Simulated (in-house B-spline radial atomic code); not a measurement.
A run on neutral niobium (an excited or competing configuration) that did not converge. Method: scalar-relativistic (X2C) wB97X, spin-polarised, spherical fractional occupations, exact exchange averaged over the configuration, Fermi nucleus of rms radius 4.324 fm; computed with an all-electron radial atomic-structure program (B-spline basis).

Command:
```bash
python run_scf.py task.json out
```
Settings (nuclear radius in fm, mass in u):
```
Z                41
configuration    [Kr] 4d3 4f1 5s1
hamiltonian      x2c
method           wb97x
spin_polarised   True
nucleus          fermi
rms_radius       4.324
atomic_mass      92.90637
speed_of_light   137.035999084
exact_exchange   averaged over the configuration
```

First and last ten iterations of the last attempt (damped for 15 steps, keeping 80 % of the old Fock matrix, then DIIS):
```
 iter        energy (Eh)    residual
    1       -3815.655650    4.25e-01
    2       -3817.200473    1.68e-01
    3       -3818.268773    1.07e-01
    4       -3818.797885    7.02e-02
    5       -3819.026467    4.69e-02
    6       -3819.127267    3.13e-02
    7       -3819.174411    2.30e-02
    8       -3819.197471    1.75e-02
    9       -3819.208768    1.37e-02
   10       -3819.214167    1.08e-02
  111       -3819.221597    1.81e-04
  112       -3819.221597    1.89e-04
  113       -3819.221580    1.56e-03
  114       -3819.221597    2.42e-04
  115       -3819.221597    1.87e-04
  116       -3819.221593    3.32e-04
  117       -3819.221593    2.76e-04
  118       -3819.221597    1.75e-04
  119       -3819.221598    7.74e-05
  120       -3819.221598    1.13e-04
 not converged after 120 iterations
```

The smallest residual met was 7.7e-05; the threshold is about 4e-07. Over the last five steps the energy moves by less than 1e-05 hartree, but the orbitals didn't meet the threshold. Time taken, with all properties: 35 s on 1 thread of Arm Neoverse V1, with other jobs on the host.
